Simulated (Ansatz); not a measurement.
```yaml
crystal:
  periodic: [false, false, false]
  atoms:
    - {symbol: B, position_ang: [-1.092696, 0.011075, 2.155862]}
    - {symbol: P, position_ang: [-0.073055, -1.805583, 2.575161]}
    - {symbol: B, position_ang: [0.930147, 0.188272, 1.813706]}
    - {symbol: P, position_ang: [-0.086503, 1.689384, 2.612313]}
    - {symbol: B, position_ang: [-0.455058, 1.518493, 0.920573]}
    - {symbol: P, position_ang: [-2.166835, 0.476839, 0.666491]}
    - {symbol: B, position_ang: [-1.506824, -0.370796, -0.624591]}
    - {symbol: P, position_ang: [-0.929684, -2.072896, -0.614652]}
    - {symbol: B, position_ang: [0.564223, -1.408619, 0.909158]}
    - {symbol: P, position_ang: [1.943915, -0.795387, 0.594985]}
    - {symbol: B, position_ang: [1.356031, 0.525164, -0.713585]}
    - {symbol: P, position_ang: [0.594038, 2.064132, -0.497628]}
    - {symbol: P, position_ang: [-1.757263, -0.053614, -2.598017]}
    - {symbol: B, position_ang: [0.015877, -1.166761, -2.184665]}
    - {symbol: P, position_ang: [1.279297, -0.158851, -2.563734]}
    - {symbol: B, position_ang: [-0.043193, 0.967364, -1.831870]}
basis:
  gaussian: {orbitals: pcseg-2}
hamiltonian: {xc: {name: wB97X-V}}
```

```sh
$ ansatz run in.yaml --threads 4 --pin off --events-out ev --progress --plain --max-ram 6963MiB
```

(1) Does this run fit into the memory that it is given?

Answers

(1) No. It has 512 basis functions, and the program plans for 9 GiB where 7 GiB are given.
